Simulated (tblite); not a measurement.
`CCC[Si@H](/C(F)=C/[SiH3])Cl`. Structure optimised with GFN2-xTB, isolated species.

```
atom  x, y, z in Å
C1    -3.2987    1.1651   -0.6299
C2    -2.0069    0.8460    0.1123
C3    -1.7166   -0.6557    0.1117
Si4   -0.1217   -1.1177    1.0323
Cl5    0.0963   -3.1325    1.0849
C6     1.4002   -0.4137    0.1299
F7     1.1063    0.3982   -0.9290
C8     2.6824   -0.6045    0.4161
Si9    4.0930    0.1772   -0.5654
H10   -4.1438    0.6649   -0.1608
H11   -3.2340    0.8327   -1.6638
H12   -3.4865    2.2363   -0.6254
H13   -1.1806    1.3767   -0.3619
H14   -2.0822    1.2023    1.1419
H15   -2.5639   -1.1794    0.5617
H16   -1.6613   -0.9992   -0.9248
H17   -0.1084   -0.6302    2.4140
H18    2.8928   -1.2511    1.2539
H19    5.3322   -0.0644    0.1764
H20    4.1520   -0.4470   -1.8881
H21    3.8404    1.6130   -0.6865
```

Question: Where is the centre of mass (commonest isotopes), and what is the radius of gyration?

Answer: Mass 182.015 u; centre at (0.538, -0.664, 0.188) Å; Rg = √(Σ m r²/M) = 2.732 Å. As Ia + Ib + Ic = 2 Σ m r², the three principal moments sum to 2716.6 u·Å².

Question: Work out the bond lengths C1–H10, C1–H11, C2–H13, C2–H14, Si4–Cl5, Si9–H19 in Å.

Answer: For C1–H10 the difference vector is (-0.8451, -0.5002, 0.4691) Å, of length 1.0883 Å. C1–H10 1.088; C1–H11 1.088; C2–H13 1.091; C2–H14 1.092; Si4–Cl5 2.027; Si9–H19 1.464 Å.

Question: How far are the heavy atoms from their best plane (unweighted least squares)?

Answer: 0.336 Å rms; C1 0.16, C2 0.43, C3 0.23, Si4 0.48, Cl5 0.36, C6 0.09, F7 0.50, C8 0.34, Si9 0.09 Å (magnitudes).

Question: What is the repulsion energy of the bare nuclei, Σ ZA·ZB/RAB?

Answer: 693.56 Eh over 210 pairs, with full nuclear charges and distances in bohr; the largest single term is 62.13 Eh (Si4 with Cl5).

Question: Write the matrix of distances between heavy atoms (Å, lower triangle).

Answer: 
```
C1    0.000
C2    1.524  0.000
C3    2.524  1.530  0.000
Si4   4.251  2.873  1.899  0.000
Cl5   5.739  4.604  3.220  2.027  0.000
C6    5.015  3.633  3.126  1.904  3.163  0.000
F7    4.481  3.313  3.188  2.766  4.188  1.366  0.000
C8    6.324  4.918  4.410  2.917  3.678  1.328  2.302  0.000
Si9   7.458  6.174  5.908  4.690  5.445  2.843  3.017  1.888  0.000
```

GFN2-xTB frequencies show an imaginary mode (21i cm⁻¹), so the point is no minimum at that level. 3 starts were optimised and ended at 0.00, 0.20 and 0.23 kcal/mol (GFN2-xTB); the lowest of these is shown.

These are computed values.
